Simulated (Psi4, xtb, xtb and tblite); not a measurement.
Torsional profile of H₆ClNSi₂, SMILES N[SiH2][SiH2]Cl. Scanned: dihedral H5–N1–Si2–Si3; all other coordinates were relaxed at B3LYP-D3(BJ)/def2-SVP. Heavy atoms are numbered in the order of the SMILES N[SiH2][SiH2]Cl, hydrogens after them in the order of the atoms that carry them; the mirror image has the same energies with the sign of each dihedral reversed.

PBE0-D3(BJ)/def2-TZVP // B3LYP-D3(BJ)/def2-SVP (Psi4); GFN1-xTB // B3LYP-D3(BJ)/def2-SVP (xtb); GFN2-xTB, on its own relaxed geometries (the stored frames are those of B3LYP-D3(BJ)/def2-SVP) (xtb and tblite).

Energies in kcal/mol, each method relative to its own lowest point.

| φ / ° | PBE0-D3(BJ)/def2-TZVP | GFN1-xTB | GFN2-xTB |
|---|---|---|---|
| -150 | 0.0 | 0.9 | 0.3 |
| -120 | 0.3 | 0.3 | 1.4 |
| -90 | 0.5 | 2.5 | 1.0 |
| -60 | 0.0 | 1.2 | 0.0 |
| -30 | 0.5 | 0.5 | 0.2 |
| 0 | 0.9 | 0.0 | 0.7 |
| 30 | 0.5 | 0.5 | 0.2 |
| 60 | 0.0 | 1.3 | 0.0 |
| 90 | 0.5 | 2.4 | 1.0 |
| 120 | 0.3 | 0.3 | 1.4 |
| 150 | 0.0 | 0.9 | 0.3 |
| 180 | 0.3 | 1.9 | 0.0 |
